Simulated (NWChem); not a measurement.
Everything below was run with NWChem. System: HSi (+1), charge 1, spin multiplicity 1, at a geometry optimised with PBE/def2-SVP. The structure started from a generated list of species. Level: B2PLYP/3-21G, 5 core orbitals frozen.

Job file:

```
start mol
memory heap 200 mb stack 900 mb global 1100 mb
charge 1
geometry units angstroms nocenter noautoz
  Si     0.000000     0.000000     0.102796
  H      0.000000     0.000000    -1.439142
  symmetry group C2v
end
basis spherical
  * library 3-21g
end
dft
  xc hfexch 0.53 becke88 0.47 lyp 0.73 mp2 0.27
  dftmp2
  semidirect memsize 60000000 filesize 0
  iterations 100
end
mp2
  freeze core 5
end
task dft energy
```

Output (cleaned and shortened):

```
             Northwest Computational Chemistry Package (NWChem) 7.3.0
             --------------------------------------------------------

                                NWChem Input Module
                                -------------------

 Scaling coordinates for geometry "geometry" by  1.889725989
 (inverse scale =  0.529177249)

 Turning off AUTOSYM since
 SYMMETRY directive was detected!

                             Geometry "geometry" -> ""
                             -------------------------

 Output coordinates in angstroms (scale by  1.889725989 to convert to a.u.)

  No.       Tag          Charge          X              Y              Z
 ---- ---------------- ---------- -------------- -------------- --------------
    1 Si                  14.0000     0.00000000     0.00000000     0.10279600
    2 H                    1.0000     0.00000000     0.00000000    -1.43914200

 Effective nuclear repulsion energy (a.u.)       4.8046558850

            Nuclear Dipole moment (a.u.)
            ----------------------------
        X                 Y               Z
 ---------------- ---------------- ----------------
     0.0000000000     0.0000000000     0.0000037795

      Symmetry information
      --------------------

 Group name             C2v
 Group number             16
 Group order               4
 No. of unique centers     2

      Symmetry unique atoms

     1    2


 Summary of "ao basis" -> "" (spherical)
 ------------------------------------------------------------------------------
       Tag                 Description            Shells   Functions and Types
 ---------------- ------------------------------  ------  ---------------------
 *                           3-21g                    on all atoms

  dft_input: which_mp2 not specified, using semidirect MP2 by default.

                                 NWChem DFT Module
                                 -----------------

 Summary of "ao basis" -> "ao basis" (spherical)
 ------------------------------------------------------------------------------
       Tag                 Description            Shells   Functions and Types
 ---------------- ------------------------------  ------  ---------------------
 Si                          3-21g                   7       13   4s3p
 H                           3-21g                   2        2   2s

 Summary of "ao basis" -> "ao basis" (spherical)
 ------------------------------------------------------------------------------
       Tag                 Description            Shells   Functions and Types
 ---------------- ------------------------------  ------  ---------------------
 Si                          3-21g                   7       13   4s3p
 H                           3-21g                   2        2   2s

      Symmetry analysis of basis
      --------------------------

        a1          9
        a2          0
        b1          3
        b2          3

            General Information
            -------------------
          SCF calculation type: DFT
          Wavefunction type:  closed shell.
          No. of atoms     :     2
          No. of electrons :    14
           Alpha electrons :     7
            Beta electrons :     7
          Charge           :     1
          Spin multiplicity:     1
          Use of symmetry is: on ; symmetry adaption is: on
          Maximum number of iterations: 100
          AO basis - number of functions:    15
                     number of shells:     9
          Convergence on energy requested:  1.00D-06
          Convergence on density requested:  1.00D-05
          Convergence on gradient requested:  5.00D-04

              XC Information
              --------------
                     Hartree-Fock (Exact) Exchange  0.530
                    Becke 1988 Exchange Functional  0.470
              Lee-Yang-Parr Correlation Functional  0.730

             Grid Information
             ----------------
          Grid used for XC integration:  medium
          Radial quadrature: Mura-Knowles
          Angular quadrature: Lebedev.
          Tag              B.-S. Rad. Rad. Pts. Rad. Cut. Ang. Pts.
          ---              ---------- --------- --------- ---------
          Si                  1.10       88           6.0       590
          H                   0.35       45           7.0       434
          Grid pruning is: on
          Number of quadrature shells:   133
          Spatial weights used:  Erf1

          Convergence Information
          -----------------------
          Convergence aids based upon iterative change in
          total energy or number of iterations.
          Levelshifting, if invoked, occurs when the
          HOMO/LUMO gap drops below (HL_TOL):  1.00D-02
          DIIS, if invoked, will attempt to extrapolate
          using up to (NFOCK): 10 stored Fock matrices.

                    Damping( 0%)  Levelshifting(0.5)       DIIS
                  --------------- ------------------- ---------------
          dE  on:    start            ASAP                start
          dE off:    2 iters        100 iters           100 iters

      Screening Tolerance Information
      -------------------------------
          Density screening/tol_rho:  1.00D-10
          AO Gaussian exp screening on grid/accAOfunc:  14
          CD Gaussian exp screening on grid/accCDfunc:  20
          XC Gaussian exp screening on grid/accXCfunc:  20
          Schwarz screening/accCoul:  1.00D-08

      Superposition of Atomic Density Guess
      -------------------------------------

 Sum of atomic energies:        -287.82941711
[...]
 LUMO         =      -0.486791

      Symmetry analysis of molecular orbitals - initial
      -------------------------------------------------

 !! scf_movecs_sym_adapt:    6 vectors were symmetry contaminated

  Symmetry fudging

 !! scf_movecs_sym_adapt:    6 vectors were symmetry contaminated

  Numbering of irreducible representations:

     1 a1          2 a2          3 b1          4 b2

  Orbital symmetries:

     1 a1          2 a1          3 a1          4 b1          5 b2
     6 a1          7 a1          8 b2          9 b1         10 a1
    11 a1         12 a1         13 b1         14 b2         15 a1

------------------------------------------------------------
EAF file 0: "./mol.aoints.0" size=524288 bytes
------------------------------------------------------------
               write      read    awrite     aread      wait
               -----      ----    ------     -----      ----
     calls:        1         0         0         0         0
   data(b): 5.24e+05  0.00e+00  0.00e+00  0.00e+00
   time(s): 0.00e+00  0.00e+00  0.00e+00  0.00e+00  0.00e+00
rate(mb/s): 0.00e+00  0.00e+00
------------------------------------------------------------

 !! scf_movecs_sym_adapt:    2 vectors were symmetry contaminated

  Symmetry fudging

   convergence    iter        energy       DeltaE   RMS-Dens  Diis-err    time
 ---------------- ----- ----------------- --------- --------- ---------  ------
 d= 0,ls=0.0,diis     1   -287.9709109721 -2.93D+02  4.52D-02  6.55D-01     0.1

 !! scf_movecs_sym_adapt:    2 vectors were symmetry contaminated

  Symmetry fudging
 d= 0,ls=0.0,diis     2   -288.0167772823 -4.59D-02  9.34D-03  1.24D-02     0.1

 !! scf_movecs_sym_adapt:    4 vectors were symmetry contaminated

  Symmetry fudging
 d= 0,ls=0.0,diis     3   -288.0184301382 -1.65D-03  1.28D-03  1.57D-04     0.1

 !! scf_movecs_sym_adapt:    6 vectors were symmetry contaminated

  Symmetry fudging

 !! scf_movecs_sym_adapt:    2 vectors were symmetry contaminated

 d= 0,ls=0.0,diis     4   -288.0184660344 -3.59D-05  1.23D-04  4.26D-07     0.1

 !! scf_movecs_sym_adapt:    6 vectors were symmetry contaminated

  Symmetry fudging

 !! scf_movecs_sym_adapt:    2 vectors were symmetry contaminated

 d= 0,ls=0.0,diis     5   -288.0184661979 -1.64D-07  1.46D-05  5.07D-09     0.1

 !! scf_movecs_sym_adapt:    6 vectors were symmetry contaminated

  Symmetry fudging

 !! scf_movecs_sym_adapt:    6 vectors were symmetry contaminated

 d= 0,ls=0.0,diis     6   -288.0184661996 -1.66D-09  9.03D-07  2.01D-11     0.1

         Total DFT energy =     -288.018466199605
      One electron energy =     -404.089762313015
           Coulomb energy =      132.013963392102
    Exchange-Corr. energy =      -20.747323163686
 Nuclear repulsion energy =        4.804655884994

 Numeric. integr. density =       13.999998784660

     Total iterative time =      0.1s

                  Occupations of the irreducible representations
                  ----------------------------------------------

                     irrep           alpha         beta
                     --------     --------     --------
                     a1                5.0          5.0
                     a2                0.0          0.0
                     b1                1.0          1.0
                     b2                1.0          1.0

                       DFT Final Molecular Orbital Analysis
                       ------------------------------------

 Vector    5  Occ=2.000000D+00  E=-4.214935D+00  Symmetry=a1
              MO Center= -6.3D-26, -4.0D-24,  1.1D-01, r^2= 1.0D-01
   Bfn.  Coefficient  Atom+Function         Bfn.  Coefficient  Atom+Function
  ----- ------------  ---------------      ----- ------------  ---------------
     5      0.973779  1 Si pz                 9      0.090455  1 Si pz
    13     -0.028841  1 Si pz

 Vector    6  Occ=2.000000D+00  E=-8.441173D-01  Symmetry=a1
              MO Center=  4.4D-21,  1.6D-17, -4.8D-01, r^2= 1.4D+00
   Bfn.  Coefficient  Atom+Function         Bfn.  Coefficient  Atom+Function
  ----- ------------  ---------------      ----- ------------  ---------------
     6      0.497844  1 Si s                 10      0.353535  1 Si s
     2     -0.324111  1 Si s                 15      0.193952  2 H  s
    14      0.191279  2 H  s                  9     -0.151300  1 Si pz
     5      0.070476  1 Si pz                 1      0.064429  1 Si s

 Vector    7  Occ=2.000000D+00  E=-5.965626D-01  Symmetry=a1
              MO Center= -1.7D-20, -3.8D-17,  1.3D-02, r^2= 2.2D+00
   Bfn.  Coefficient  Atom+Function         Bfn.  Coefficient  Atom+Function
  ----- ------------  ---------------      ----- ------------  ---------------
    10      0.416506  1 Si s                  9      0.413365  1 Si pz
    15     -0.391793  2 H  s                  6      0.272956  1 Si s
    14     -0.216520  2 H  s                  5     -0.189077  1 Si pz
    13      0.184892  1 Si pz                 2     -0.183452  1 Si s
     1      0.035349  1 Si s

 Vector    8  Occ=0.000000D+00  E=-3.424807D-01  Symmetry=b2
              MO Center= -3.0D-53,  2.1D-17,  1.0D-01, r^2= 2.3D+00
   Bfn.  Coefficient  Atom+Function         Bfn.  Coefficient  Atom+Function
  ----- ------------  ---------------      ----- ------------  ---------------
    12      0.592507  1 Si py                 8      0.525835  1 Si py
     4     -0.241368  1 Si py

 Vector    9  Occ=0.000000D+00  E=-3.424807D-01  Symmetry=b1
              MO Center=  1.2D-20,  2.9D-63,  1.0D-01, r^2= 2.3D+00
   Bfn.  Coefficient  Atom+Function         Bfn.  Coefficient  Atom+Function
  ----- ------------  ---------------      ----- ------------  ---------------
    11      0.592507  1 Si px                 7      0.525835  1 Si px
     3     -0.241368  1 Si px

 Vector   10  Occ=0.000000D+00  E=-1.213054D-01  Symmetry=a1
              MO Center=  5.9D-24, -1.1D-23, -3.3D-01, r^2= 3.3D+00
   Bfn.  Coefficient  Atom+Function         Bfn.  Coefficient  Atom+Function
  ----- ------------  ---------------      ----- ------------  ---------------
    15      1.410536  2 H  s                 13      1.081056  1 Si pz
    10     -0.681839  1 Si s                  9      0.389623  1 Si pz
    14      0.196870  2 H  s                  6     -0.183193  1 Si s
     5     -0.149856  1 Si pz                 2      0.112329  1 Si s

 center of mass
 --------------
 x =   0.00000000 y =   0.00000000 z =   0.09293952

 moments of inertia (a.u.)
 ------------------
           8.259372324814           0.000000000000           0.000000000000
           0.000000000000           8.259372324814           0.000000000000
           0.000000000000           0.000000000000           0.000000000000

     Multipole analysis of the density
     ---------------------------------

     L   x y z        total         alpha         beta         nuclear
     -   - - -        -----         -----         ----         -------
     0   0 0 0      1.000000     -7.000000     -7.000000     15.000000

     1   1 0 0      0.000000      0.000000      0.000000      0.000000
     1   0 1 0      0.000000      0.000000      0.000000      0.000000
     1   0 0 1     -0.169678     -0.084841     -0.084841      0.000004

     2   2 0 0     -6.396977     -3.198489     -3.198489      0.000000
     2   1 1 0      0.000000      0.000000      0.000000      0.000000
     2   1 0 1      0.000000      0.000000      0.000000      0.000000
     2   0 2 0     -6.396977     -3.198489     -3.198489      0.000000
     2   0 1 1      0.000000      0.000000      0.000000      0.000000
     2   0 0 2     -9.629892     -8.777163     -8.777163      7.924434

                   NWChem MP2 Semi-direct Energy/Gradient Module
                   ---------------------------------------------

  Basis functions       =     15
  Molecular orbitals    =     15
  Frozen core           =      5
  Frozen virtuals       =      0
  Active alpha occupied =      2
  Active beta occupied  =      2
  Active alpha virtual  =      8
  Active beta virtual   =      8
  Use MO symmetry       = T
  Use skeleton AO sym   = T

  AO/Fock/Back tols     =   1.0D-09  1.0D-09  1.0D-09

 GA uses MA = F    GA memory limited = T

 Available:
  local mem=  4.43D+07
 global mem=  1.44D+08
 local disk=  0.00D+00
  mp2_memr nvloc                     8
  nvloc new                     8
   1 passes of   2:        2097152                        605                      6943.
   1 passes of   2: M     44325431           G      144178750           F      42228279.

 Semi-direct pass number   1 of   1  for RHF alpha+beta  at        0.1s
  vrange nnbf                   120
  mp2_eaftype                    10  avail_ma_in_mb                   386
 EAF : mp2_eaftype filesize          10       3471.
  mp2_eaf for mointskh                     10
Node 0 wrote      0.0 Mb in      0.0 s     Agg I/O rate:   688.4 Mb/s
 Done moints_semi at        0.2s
  mp2_eaftype                    10  avail_ma_in_mb                   386
 EAF : mp2_eaftype filesize          10       3471.
  mp2_eaf for kh                    10
 Done maket at        0.2s
 Done multipass loop at        0.2s

          -------------------------------------------
          DFT energy                    -288.018466199605
          Unscaled MP2 energy             -0.045018452548
          Total DFT+MP2 energy          -288.030621181793
          -------------------------------------------

 -----------------------
 Performance information
 -----------------------

 Timer overhead =  2.20D-07 seconds/call

               Nr. of calls         CPU time (s)                 Wall time (s)                GFlops
             ---------------    -------------------     ------------------------------   -------------------
Name         Min   Avg   Max    Min     Avg     Max     Min     Avg     Max   Mx/calls   Min     Max     Sum
mp2: moin     1     1     1   1.41E-2 1.41E-2 1.41E-2  1.41E-2 1.41E-2 1.41E-2 1.41E-2   0.0     0.0     0.0
mp2: make     1     1     1   1.66E-4 1.66E-4 1.66E-4  1.66E-4 1.66E-4 1.66E-4 1.66E-4   0.0     0.0     0.0
mp2: tota     1     1     1   2.01E-2 2.01E-2 2.01E-2  2.01E-2 2.01E-2 2.01E-2 2.01E-2   0.0     0.0     0.0

 The average no. of pstat calls per process was 3.00D+00
 with a timing overhead of 6.61D-07s

 Task  times  cpu:        0.1s     wall:        0.1s

 Total times  cpu:        0.2s     wall:        0.2s
```
